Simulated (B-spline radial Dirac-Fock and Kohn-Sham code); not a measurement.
**The L3 (2p3/2) level from Cr to Nb**

Calculated with a B-spline atomic structure program, using Dirac-Fock energy differences between relaxed states, corrected for Breit and QED terms. Free neutral atoms, energies in eV. No correlation. Relaxation, Breit and QED are contributions to the binding energy. "Screened" places the removed electron in the lowest shell with room, a model of an edge from the Fermi level; tabulated edges (Elam, Ravel and Sieber 2002) are for the standard state, and for monatomic gases they compare with the unscreened value. A dash: no value, or a hole state left out as unreliable.

```
 Z  element  binding  relaxation  Breit    QED  screened  tabulated edge
24       Cr    581.4       -21.0  -0.40   0.02     574.9           574.1
25       Mn    653.8       -20.8  -0.47   0.02     640.8           638.7
26       Fe    722.4       -22.2  -0.56   0.02     708.7           706.8
27       Co    794.1       -23.6  -0.65   0.02     779.7           778.1
28       Ni    869.1       -25.0  -0.75   0.02     853.9           852.7
29       Cu    938.8       -27.9  -0.86   0.02     931.3           932.7
30       Zn   1028.5       -27.8  -0.97   0.02    1023.0          1021.8
31       Ga   1125.0       -28.0  -1.10   0.02    1118.1          1116.4
32       Ge   1226.3       -28.3  -1.24   0.02    1218.0            1217
33       As   1332.4       -28.6  -1.39   0.02         –          1323.6
36       Kr   1679.3       -29.8  -1.93   0.02    1675.6          1678.4
37       Rb   1811.7       -30.1  -2.14   0.01    1807.0            1804
38       Sr   1949.5       -30.3  -2.37   0.01    1945.4            1940
40       Zr   2232.6       -32.0  -2.88   0.00    2224.4            2223
41       Nb   2376.8       -33.6  -3.16  -0.01    2370.3            2371
```

Question: With what power of Z do the binding energy and the Breit term grow over this range?

Answer: Between the end points the binding energy grows as Z^2.63 and the Breit term as Z^3.84.
